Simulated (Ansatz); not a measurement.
`[NH2][GeH]([OH])[SH]` → `[OH][GeH]` + `NS`  (germylene formation by 1,1-elimination)

Program: Ansatz. Geometries: PBE0-D4/def2-TZVP. ΔE: electronic, gas phase. CBS: MP2 limit from def2 TZ/QZ plus the TZ coupled-cluster correction, frozen cores. This one scheme is used for every species. Functionals use def2-TZVPP. B3LYP here is the variant with VWN-RPA as its local correlation; programs differ in this. HSE06 is defined as in plane-wave codes. For Ge outer-core shells are correlated without core-valence functions, which leaves a few kJ/mol of doubt a bond. Scalar relativity is left out up to krypton. One conformer a species, not always the lowest.

Question: Is it downhill or uphill in electronic energy at CCSD(T)/CBS, and by how much? (Estimate.)

Answer: Computed: Uphill: ΔE = +2.90 eV.

Question: What do these levels give: B3LYP-D4, ωB97X-V, PBE-QIDH, revPBE, PBE0, r2SCANh, r2SCAN0, HSE06, HF/def2-TZVPP, SCS-MP2/def2-TZVPP, HF/CBS(def2), CCSD/CBS(def2)? (Best estimate.)

Answer: Computed: B3LYP-D4 2.64, ωB97X-V 2.89, PBE-QIDH 3.13, revPBE 2.42, PBE0 2.82, r2SCANh 2.99, r2SCAN0 3.05, HSE06 2.82, HF/def2-TZVPP 2.81, SCS-MP2/def2-TZVPP 3.01, HF/CBS(def2) 2.78, CCSD/CBS(def2) 2.87 eV.

Largest T1 diagnostic among the species: 0.016.

The D4 term adds +0.16 eV with B3LYP and +0.09 eV with PBE0; it sums over pairs of atoms, weighted by their polarisabilities, and B3LYP, whose exchange is more repulsive, gets the larger term. Leaving LDA and LC-ωPBE aside and taking each functional with its dispersion term where it has one, the values, not all of them listed here, spread over 0.70 eV, from BLYP-D4 to PBE-QIDH. LDA lies +0.41 eV from PBE without D4. In def2-TZVPP, CCSD(T) changes the Hartree–Fock value by +0.18 eV (the triples alone add +0.03 eV) and MP2 by +0.39 eV.
